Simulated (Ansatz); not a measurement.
A rate constant, worked out

An elementary step of SiN2H5F, closed shell (SiN₂H₅F ([NH2][SiH]([NH2])[F]) → SiN₂H₄ ([NH2][Si][NH2]) + HF; Si–F, Si–H broken or loosened, F–H formed or tightened). The start structure is the reactant molecule, and the electronic barrier above it is 3.811 eV by CCSD(T) at an estimated basis limit (MP2 extrapolated from triple and quadruple zeta, plus CCSD(T) − MP2 in triple zeta). Program: Ansatz 0.2.0. Basis: def2-TZVPP and def2-QZVPP. Cores are frozen in the correlated methods. Extrapolation: Hartree–Fock as exp(−7.88 √X), correlation as X^−2.97. Harmonic wavenumbers at PBE0-D4/def2-TZVP (Ansatz 0.2.0), in cm⁻¹:

Start: 227, 259, 284, 345, 372, 385, 418, 733, 792, 812, 850, 903, 941, 985, 1574, 1579, 2239, 3614, 3624, 3713, 3722.

Saddle: 1256i, 103, 187, 223, 288, 331, 361, 425, 523, 648, 782, 811, 932, 935, 1570, 1590, 1859, 3606, 3609, 3711, 3715.

**Question.** Work out the transition-state-theory rate constant at 700 K from these numbers alone (harmonic vibrations; rotation, path degeneracy and anharmonicity left out), and the Wigner tunnelling factor. Use 1 cm⁻¹ = 1.2398 × 10⁻⁴ eV and k_B = 8.617 × 10⁻⁵ eV/K.

**Answer.** Zero-point energies, half the sums: start 28371/2 cm⁻¹ = 1.7588 eV; saddle, real modes only, 26209/2 cm⁻¹ = 1.6248 eV.
Barrier with zero-point energy: 3.811 + 1.6248 − 1.7588 = 3.6770 eV.
k_BT = 0.06032 eV, so the barrier is 60.96 k_BT.
Vibrational partition functions from the zero-point level, ln q = −Σ ln(1 − exp(−hν/k_BT)): start 6.575, saddle 8.076.
k = (k_BT/h) exp(ln q‡ − ln q) exp(−E0/k_BT), with log₁₀(k_BT/h in s⁻¹) = 13.16: log₁₀ k = 13.16 + (1.501 − 60.96)/2.3026 = -12.66, so k ≈ 2 × 10^(-13) s⁻¹.
Wigner factor: 1 + (hν‡/k_BT)²/24 = 1 + (2.58)²/24 = 1.28. A change of 1 kcal/mol (0.043 eV) in the barrier would change k by a factor of 2.1 at this temperature.

T1 diagnostic: at most 0.016.

Losses and insertions of silylenes and their heavier kin drive the gas-phase chemistry of silicon and germanium vapour deposition.

Labels in which every atom is bracketed show which atoms are joined, not bond orders.

For scale, one of the runs: CCSD(T)/def2-TZVPP, 205 basis functions, launched by `ansatz run in.yaml --threads 4 --pin off --events-out ev --progress --plain --max-ram 9574MiB`. Hardware: 4 CPU threads of an Arm Neoverse V2, shared host. Wall time 43 s; peak host memory 2.7 GiB.
